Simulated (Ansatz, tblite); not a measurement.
Removing and adding an electron: B4As5H16⁺, a cluster cut from zinc blende BAs (hydrogen-capped). Charge 1, multiplicity 1. Geometry: r2SCAN-D4/def2-SVP. Ansatz, gas phase; energy differences of separate SCF runs; the oxidised species was run as a doublet alone; the reduced species was run as a doublet alone.

```csv
atom,x (Å),y (Å),z (Å)
B1,-1.5118,1.2522,-0.1747
B2,1.0937,0.5904,2.1542
B3,-1.0254,-2.2652,0.0141
B4,1.4650,-0.1018,-1.3143
As5,-2.2939,-0.6587,-0.1459
As6,-0.5598,1.6780,1.6077
As7,-0.0509,1.2606,-1.6307
As8,2.3053,0.3761,0.5105
As9,0.5707,-1.9617,-1.2412
H10,-2.3707,2.0681,-0.4123
H11,0.6901,-0.5217,2.4197
H12,1.6913,1.1638,3.0346
H13,-1.6048,-3.2803,-0.2939
H14,-0.5775,-2.2270,1.1403
H15,2.2890,-0.0521,-2.1966
H16,-3.3188,-0.7117,0.9533
H17,-3.1891,-0.7435,-1.3548
H18,-1.5922,1.6115,2.6992
H19,-0.2951,3.1609,1.5759
H20,0.5179,2.6457,-1.7909
H21,-0.6666,1.0501,-2.9887
H22,3.1561,1.5926,0.2533
H23,3.3724,-0.6437,0.7983
H24,0.2586,-2.3127,-2.6728
H25,1.6465,-2.9698,-0.9445
```

The xTB rows come from tblite. HOMO above LUMO, or a gap near zero within one spin, warns that the state may not be the lowest or that an electron is smeared out.

```
           level  −HOMO (eV)  vertical IE (eV)  −LUMO (eV)  vertical EA (eV)  HOMO–LUMO gap (eV)  IE − EA (eV)                                  remarks
        GFN1-xTB       15.24             17.27        9.80              7.68                5.44          9.58                                        –
        GFN2-xTB       14.13             16.09        8.35              6.50                5.78          9.59                                        –
 PBE-D4/def2-SVP       10.51                 –        5.25              3.38                5.26             –  gap within one spin near zero (doublet)
PBE0-D4/def2-SVP       11.68             13.25        4.47              3.19                7.21         10.06                                        –
```

Run but left out: PBE-D4/def2-SVP (charge +2 doublet: an occupied level 0.11 eV above an empty one).   Raw xTB energy differences between charge states are shifted by several eV; the methods need an empirical correction for them.
